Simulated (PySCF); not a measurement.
Match the calculated data to a structure.

All candidates are C6H5NO2.

| technique | computed result |
| --- | --- |
| 1H NMR | chemical shifts (computed TMS as zero) by class: 9.20 (1 H), 8.64 (1 H), 8.58 (1 H), 8.02 (1 H), 7.22 (1 H) ppm [GIAO CAM-B3LYP/pcSseg-1] |
| Dipole | 0.66 D [PBE0/def2-SVPD] |
| UV, first state | lowest singlet excitation: 4.85 eV (256 nm, f = 0.003) [TDDFT PBE0/def2-SVPD] |
| Rotational structure | rotational constants A, B, C: 4.438, 1.174, 0.929 GHz [PBE0-D3(BJ)/def2-SVP] |
| 13C NMR | chemical shifts (computed TMS as zero) by class: 164.9 (1 C), 157.6 (1 C), 155.9 (1 C), 150.6 (1 C), 135.1 (1 C), 131.8 (1 C) ppm [GIAO CAM-B3LYP/pcSseg-1] |
| Triplet | lowest triplet excitation (Tamm–Dancoff): 4.05 eV [TDA PBE0/def2-SVPD] |
| Couplings | largest of the computed one-bond spin–spin couplings (means over like bonds): 13C–1H +242.4, 13C–1H +191.4, 13C–1H +188.9, 13C–1H +181.1, 13C–1H +171.6 Hz [B3LYP/pcJ-1, spin–dipole term left out] |
| Polarisability | 82.3 au [PBE0/def2-SVPD] |

Electronic properties: PySCF, gas phase, density fitting. Levels stand in brackets. One conformer (not necessarily the lowest) at the PBE0-D3(BJ)/def2-SVP geometry, without solvent, vibrations or thermal averaging. NMR values are class means; diastereotopic atoms form classes of their own.

Question: Which candidate is it?
A. `O=COc1cccnc1`
B. `N#CC1=CC[C@@H]1OC=O`
C. `O=COc1ccccn1`

Answer: A. It is `O=COc1cccnc1`. Numbering: `[O:1]=[CH:2][O:3][c:4]1[cH:5][cH:6][cH:7][n:8][cH:9]1`. Its formula, C6H5NO2, gives 5 degrees of unsaturation: 1 ring and 4 π bonds in the structure found (Kekulé form). 6 carbons fall into 6 classes; from least to most shielded: ester carbonyl carbon [C2] (164.9 ppm), aromatic carbon bearing oxygen [C4] (157.6 ppm), aromatic CH next to a ring nitrogen [C7] (155.9 ppm), aromatic CH next to a ring nitrogen [C9] (150.6 ppm), aromatic CH carbon [C5] (135.1 ppm), aromatic CH carbon [C6] (131.8 ppm). Hydrogen classes from least to most shielded: 1 H on an aromatic CH carbon, C5 (9.20 ppm), 1 H on an aromatic CH next to a ring nitrogen, C9 (8.64 ppm), 1 H on an aromatic CH next to a ring nitrogen, C7 (8.58 ppm), 1 H on an ester carbonyl carbon, C2 (8.02 ppm), 1 H on an aromatic CH carbon, C6 (7.22 ppm). The couplings run between: +242.4 Hz, ester carbonyl carbon [C2] and its hydrogen; +191.4 Hz, aromatic CH next to a ring nitrogen [C9] and its hydrogen; +188.9 Hz, aromatic CH next to a ring nitrogen [C7] and its hydrogen; +181.1 Hz, aromatic CH carbon [C5] and its hydrogen; +171.6 Hz, aromatic CH carbon [C6] and its hydrogen. By its constants the optimised geometry is an asymmetric top.

The others, at the same levels:
- `O=COc1ccccn1` fails: its computed lowest singlet excitation is 5.17 eV (240 nm, f = 0.003) (against 4.85 eV) and dipole moment is 1.79 D (against 0.66 D).
- `N#CC1=CC[C@@H]1OC=O` fails: its computed lowest singlet excitation is 5.80 eV (214 nm, f = 0.115) (against 4.85 eV), rotational constant A is 2.371 GHz (against 4.438 GHz) and dipole moment is 4.86 D (against 0.66 D).

Each candidate is one conformer, not necessarily the lowest. The conformers computed, where there is a choice (atom-mapped SMILES and torsion angles):
- `[O:1]=[CH:2][O:3][c:4]1[cH:5][cH:6][cH:7][n:8][cH:9]1`: O1–C2–O3–C4 2°, C2–O3–C4–C5 -8°
- `[O:1]=[CH:2][O:3][c:4]1[cH:5][cH:6][cH:7][cH:8][n:9]1`: O1–C2–O3–C4 0°, C2–O3–C4–C5 4°
- `[N:1]#[C:2][C:3]1=[CH:4][CH2:5][C@@H:6]1[O:7][CH:8]=[O:9]`: C5–C6–O7–C8 132°, C6–O7–C8–O9 -1°
